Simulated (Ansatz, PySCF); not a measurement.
Breaking the Mg1–H2 bond in FHMg (SMILES [F][MgH]) (multiplicity 1 held, fragments rigid). Energies count from the point at 1.682 Å.
Geometry at that point (charge 0, multiplicity 1):
```xyz
3

Mg     0.00000     0.00000    -0.64398
H      0.00000     0.00000    -2.32552
F      0.00000     0.00000     1.11704
```

Unrestricted levels (U-) break spin symmetry where that is lower. Active spaces are followed from a long bond inwards. Levels need not reach the same state.

Frozen-core correlation. Rows in 3-21G carry no dispersion term and start afresh at each structure.

The values were computed with Ansatz (a program for electronic structure); PySCF for 3-21G rows. Values without a source in brackets are computed.

Energies in kJ/mol.

```csv
R (Å),R-HF/3-21G,U-HF/def2-TZVPPD,"SC-NEVPT2 on CASSCF(2,2)/def2-TZVPPD","FIC-NEVPT4(SD) on CASSCF(2,2)/def2-TZVPPD","FIC-MRCISD+Q on CASSCF(2,2)/def2-TZVPPD"
1.345,100,92,91,90,90
1.513,23,19,20,19,19
1.682,0,0,0,0,0
1.850,8,11,8,10,10
2.018,34,38,32,34,35
2.270,89,93,78,83,84
2.522,151,143,126,133,135
2.943,252,184,194,204,206
3.363,342,199,238,250,253
3.868,432,205,264,278,280
4.540,523,207,275,290,292
5.381,599,208,277,292,295
```

Doubts at one or more of the structures used: a restricted determinant that unrestricted orbitals would lower (R-HF/3-21G); a spin-contaminated determinant (U-HF/def2-TZVPPD).
